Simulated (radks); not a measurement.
Values are calculated unless marked as measured or tabulated.
All-electron atom: Pt LXXI in [He] 2s2 2p4.

Level of theory: Dirac Kohn-Sham, exchange-only PBE, spin-unpolarised, spherical densities, finite nucleus; open shells fill j = l - 1/2 first; Fermi nuclear charge, rms radius 5.427 fm (a radial shooting solver on a logarithmic mesh with Libxc functionals).

Energy parts (Ry):
total: -22301.0917
kinetic: 26838.4480
electron-nucleus: -50104.7271
Hartree: 1208.9133
exchange: -243.7259

Orbitals (lengths in bohr, moments of r in powers of bohr; <r^-3> diverges for s and p1/2; r(90%) holds 90 % of the orbital's charge):
1s1/2: occ. 2; eigenvalue (Ry) -6288.687; <1/r> 94.01; <r> 0.01712; r(90%) 0.0313; small-component weight 8.76e-02
2s1/2: occ. 2; eigenvalue (Ry) -1495.202; <1/r> 23.67; <r> 0.06998; r(90%) 0.109; small-component weight 2.10e-02
2p1/2: occ. 2; eigenvalue (Ry) -1466.012; <1/r> 23.56; <r> 0.05741; r(90%) 0.0953; small-component weight 2.09e-02
2p3/2: occ. 2; eigenvalue (Ry) -1331.013; <1/r> 19.37; <r> 0.06534; <r^-3> 20890; r(90%) 0.106; small-component weight 1.88e-02

The highest occupied level is 2p3/2 at -18109.4 eV. The density falls to 0.001 e/bohr^3 at r = 0.29 bohr. The electron density at the nucleus is 1.914e+06 e/bohr^3. Summed over all electrons, <r^2> = 0.03102 bohr^2, which gives a Langevin (diamagnetic) susceptibility term of -0.0246 x 10^-6 cm^3/mol.
